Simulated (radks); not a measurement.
The mean radii <r> (bohr) of the occupied orbitals of an atom or ion are listed with their occupations. Method: scalar-relativistic Kohn-Sham, exchange-only B88, spin-polarised, spherical densities, finite nucleus; Fermi nuclear charge, rms radius of each element as measured or else 0.836 A^(1/3) + 0.57 fm; computed with a radial shooting solver on a logarithmic mesh with Libxc functionals.

| orbital | occ. | <r> |
|---|---|---|
| 1s up | 1 | 0.1306 |
| 1s down | 1 | 0.1305 |
| 2s up | 1 | 0.6702 |
| 2s down | 1 | 0.6747 |
| 2p up | 3 | 0.6385 |
| 2p down | 2 | 0.6461 |

Name the element and its charge. Open shells, if any, are filled with parallel spins first.

Answer. Z = 12, magnesium, charge +3: Mg3+ in [He] 2s2 2p5. The 1s radius gives Z: for a bare nucleus <r> = (2 gamma + 1)/(2Z) with gamma = sqrt(1 - (Z/c)^2), 0.1247 bohr for Z = 12, and screening makes it slightly larger (0.1306 here). The occupations add up to 9, and the charge is Z minus that.
